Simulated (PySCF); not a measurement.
C₂H₇FSn, SMILES [CH3][SnH]([CH3])[F]. Heavy atoms are numbered as in [SnH:1]([CH3:2])([CH3:3])[F:4]. Hydrogens are named by the atom that carries them.

Geometry: B3LYP-D3(BJ)/def2-SVP. The structure was generated by enumeration; whether it is a known compound was not checked. The def2 effective core potentials stand for the cores of Sn; spin–orbit coupling is left out.

The numbers are results of PySCF with PBE/def2-TZVP, not measurements.

ESP charges are fitted to the potential on shells at 1.4 to 2.0 van der Waals radii. Atomic charges (e), one atom of each kind:

```json
[
 {"atom": "Sn1 (SnH)", "Löwdin": "0.62", "ESP fit": "0.98", "Mulliken": "0.95"},
 {"atom": "C2 (CH3)", "Löwdin": "-0.52", "ESP fit": "-0.78", "Mulliken": "-0.63"},
 {"atom": "F4", "Löwdin": "-0.27", "ESP fit": "-0.43", "Mulliken": "-0.48"},
 {"atom": "H on Sn1", "Löwdin": "-0.06", "ESP fit": "-0.18", "Mulliken": "-0.08"},
 {"atom": "H on C2", "Löwdin": "0.13", "ESP fit": "0.19", "Mulliken": "0.14"}
]
```
